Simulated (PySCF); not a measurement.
**Magnetic susceptibility: SMILES COS(=O)(=O)C=C=S, C3H4O3S2**

Cartesian coordinates in Å; atom numbers follow the order of the lines, from 1:
```xyz
12

C    -1.675   -0.648    0.318
O    -0.674    0.089    0.989
S     0.165    1.121    0.094
O     0.919    1.918    0.996
O    -0.700    1.734   -0.863
C     1.260    0.026   -0.821
C     2.201   -0.542   -0.146
S     3.256   -1.164    0.801
H    -1.243   -1.544   -0.135
H    -2.131   -0.023   -0.453
H    -2.420   -0.931    1.061
H     1.043   -0.037   -1.865
```

Computed with GIAO B97-2/pcSseg-1 magnetisability, rotational g tensor and spin-rotation constants, non-relativistic, gas phase in PySCF. Geometry: GFN2-xTB.

How diamagnetic is it, and how anisotropic?

Isotropic -1197 × 10⁻³⁰ J/T², or -72.1 × 10⁻⁶ cm³/mol; principal values -1284, -1197, -1109 × 10⁻³⁰ J/T², anisotropy 152 × 10⁻³⁰ J/T² (root of half the summed squared differences of the principal values). The susceptibility is in cgs units.

Split it along the inertial axes a, b, c into diamagnetic and paramagnetic parts about the centre of mass, with the quadrupole moment.


| axis | χ (10⁻⁶ cm³/mol) | diamagnetic (10⁻⁶ cm³/mol) | paramagnetic (10⁻⁶ cm³/mol) | summed x² of all electrons (Å²) | quadrupole Θ (D Å) |
| --- | --- | --- | --- | --- | --- |
| a | -72.9 | -544.3 | 471.4 | 255.4 | +1.34 |
| b | -70.7 | -1278.7 | 1207.9 | 82.3 | -0.80 |
| c | -72.5 | -1432.3 | 1359.8 | 46.0 | -0.54 |

Anisotropies 2χaa − χbb − χcc = -2.5 and 2χbb − χaa − χcc = +4.0 × 10⁻⁶ cm³/mol. Θ is traceless in Buckingham's convention.

And the rotational g tensor?


```
axis  rotational constant (GHz)        g  nuclear part  electronic part
   a                     2.7187  -0.0413        0.5607          -0.6020
   b                     0.9440  -0.0147        0.5210          -0.5357
   c                     0.8447  -0.0125        0.5271          -0.5396
```
Asymmetric top; isotopes 12C, 1H, 16O, 32S; no vibrational averaging.
